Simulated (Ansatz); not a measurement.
Consider the formal exchange of groups at the Al–C bond: `[AlH2][CH2]CBr` + `C[CH2][GeH3]` → `C[CH]([AlH2])[GeH3]` + `CCBr`.

Calculated with Ansatz (gas phase, PBE0-D4/def2-TZVP geometries, no zero-point term in ΔE). CBS: MP2 limit from def2 TZ/QZ plus the TZ coupled-cluster correction, frozen cores. Functionals use def2-TZVPP. B3LYP here is the variant with VWN-RPA as its local correlation; programs differ in this. For Br, Ge outer-core shells are correlated without core-valence functions, which leaves a few kJ/mol of doubt a bond. Scalar relativity is left out up to krypton. One conformer a species, not always the lowest.

(1) Is it downhill or uphill in electronic energy at CCSD(T)/CBS, and by how much? (Best estimate.)

(2) What do these levels give: r2SCAN-D4, B3LYP-D4, ωB97X-V, B2PLYP, PBE, CCSD/CBS(def2)? (Best estimate.)

Largest T1 diagnostic among the species: 0.011.

Answers

(1) Computed: Downhill: ΔE = -1.8 kcal/mol.

(2) Ansatz gave: r2SCAN-D4 -1.1, B3LYP-D4 -0.9, ωB97X-V -1.2, B2PLYP -0.7, PBE -0.5, CCSD/CBS(def2) -1.6 kcal/mol.

The D4 term adds −0.9 kcal/mol with B3LYP and −0.5 kcal/mol with PBE0; it sums over pairs of atoms, weighted by their polarisabilities, and B3LYP, whose exchange is more repulsive, gets the larger term. In def2-TZVPP, CCSD(T) changes the Hartree–Fock value by −1.3 kcal/mol (the triples alone add −0.2 kcal/mol) and MP2 by −1.6 kcal/mol.
